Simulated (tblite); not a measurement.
Species: C₅H₁₁OSi (doublet state).
Geometry (GFN2-xTB, Å), atoms numbered from 1 in this order:
```
atom  x, y, z in Å
C1    -2.3818   -0.3375   -0.0408
C2    -0.9975   -0.1282   -0.6407
C3     0.0074   -1.1995   -0.1367
C4     1.3728   -0.9117   -0.6252
C5     2.0898    0.2107   -0.0179
Si6    0.9554    1.7301   -0.4170
O7    -0.5557    1.1591   -0.2966
H8    -2.3299   -0.2573    1.0422
H9    -3.0629    0.4245   -0.4116
H10   -2.7629   -1.3191   -0.3091
H11   -1.0547   -0.1929   -1.7374
H12   -0.0151   -1.1678    0.9563
H13   -0.3430   -2.1765   -0.4742
H14    1.6244   -1.2111   -1.6300
H15    2.1399    0.1080    1.0674
H16    3.0979    0.3196   -0.4077
H17    1.2651    2.1700   -1.7800
H18    0.9418    2.7857    0.5829
```

Computed values, GFN2-xTB/tblite, gas phase, harmonic and unscaled. This tight-binding method is rough: wavenumbers can miss measured ones by several per cent, in bad cases by 10 to 20. Modes of hydrogen on silicon can be 10 to 20 % off. One conformer, not necessarily the lowest. Open shells enter through the occupations alone, without spin polarisation, and single modes of such species can be off by tens of per cent.

Harmonic wavenumbers (cm⁻¹): 103.7, 123.7, 193.2, 260.2, 287.7, 321.0, 387.1, 462.7, 470.1, 493.3, 563.6, 599.7, 659.5, 697.8, 761.3, 783.6, 805.5, 880.0, 929.3, 983.2, 1010.8, 1041.4, 1103.8, 1111.4, 1140.4, 1166.7, 1192.4, 1232.3, 1263.7, 1305.9, 1320.9, 1339.4, 1396.0, 1458.9, 1467.3, 1476.0, 1491.9, 2237.4, 2336.4, 2859.8, 2946.7, 2951.5, 2975.8, 3022.4, 3037.8, 3041.7, 3043.1, 3086.7.

A = 3481, B = 1949, C = 1364 MHz; mass 115.058 u (most abundant isotopes); point group C1, symmetry number 1; spin multiplicity 2.

Q: What is the zero-point energy?

A: ½Σν̃ = 31912 cm⁻¹ = 91.24 kcal/mol.

Q: Entropy at 298.15 K, 1 bar (ideal gas, RRHO, classical rotation)?

A: Translation 40.16, rotation 27.94, vibration 19.58, spin (R ln 2) 1.38: S = 89.1 cal/(mol K).

Q: And Cp and H(298.15 K) − H(0)?

A: Cp = 34.61 cal/(mol K), of which vibrations give 26.66 (their classical limit is 48 R = 95.4); H(298.15 K) − H(0) = 5.88 kcal/mol without the zero-point energy, 3.51 from vibrations.

Q: How do the functions run with temperature in this model?

A: 
| T (K) | S (cal/(mol K)) | Cp (cal/(mol K)) | H − H(0) (kcal/mol) | G − H(0) (kcal/mol) | ln q(vib) |
| --- | --- | --- | --- | --- | --- |
| 150 | 71.2 | 19.4 | 1.89 | -8.79 | 1.26 |
| 250 | 83.4 | 29.6 | 4.33 | -16.53 | 3.00 |
| 400 | 100.7 | 44.6 | 9.92 | -30.34 | 6.03 |
| 600 | 121.8 | 59.7 | 20.44 | -52.63 | 10.38 |
| 900 | 148.9 | 74.0 | 40.67 | -93.36 | 16.82 |

q(vib) and H(0) count from the zero-point level.

Q: Blend soft modes into free rotors: weight 1/[1 + (100 cm⁻¹/ν̃)⁴] for the oscillator and the rest for a rotor with moment μB/(μ + B), μ = h/(8π²ν), B = 10⁻⁴⁴ kg m². What vibrational entropy results?

A: 19.22 cal/(mol K) in place of 19.58, which changes −T·S at 298.15 K by +0.11 kcal/mol.

Hindered rotation and anharmonicity are outside this model. Other conformers, if any are populated, would add a mixing term that is left out. The structure is chiral; the term R ln 2 for an equal mix with its mirror image is left out.
